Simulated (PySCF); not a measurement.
Br, doublet. Base run: B3LYP/6-31G** (PySCF).

Input for PySCF:
```python
from pyscf import gto, scf, dft

mol = gto.M(
    atom='''
Br    0.000000    0.000000    0.000000
''',
    basis='6-31g**',
    charge=0,
    spin=1,
    verbose=4,
)

mf = dft.UKS(mol)
mf.xc = 'b3lyp'
mf.kernel()
```

The base run was repeated with changes; each row names its change, and settings that it needs were set with it.

| change | ΔE vs base (mEh) | fitting functions |
|---|---|---|
| base | 0.000 | - |
| exchange = seminumerical (SGX) (with mf = sgx.sgx_fit(mf, auxbasis='def2-universal-jfit'); with mf.with_df.dfj = True) | -0.206 | 58 |
| auxbasis = autoaux | -0.063 | 319 |
| auxbasis = cc-pvtz-ri | -8254.4 | 166 |
| auxbasis = cc-pvtz-jkfit | -0.073 | 207 |
| auxbasis = def2-universal-jfit | 4325.4 | 58 |
| auxbasis = default (with mf = mf.density_fit()) | 134.4 | 171 |
| auxbasis = cc-pvqz-jkfit | -0.072 | 218 |
| auxbasis = def2-svp-ri | -7441.2 | 127 |
| auxbasis = even-tempered beta=2.0 | -0.080 | 298 |

A fitting set is made for a task (jfit for Coulomb, jkfit for Coulomb and exchange, ri for correlation) and for a family of orbital bases.

Open shells are given as the SCF converged; they aren't shown to be the lowest states, and a large step between rows can be another state.
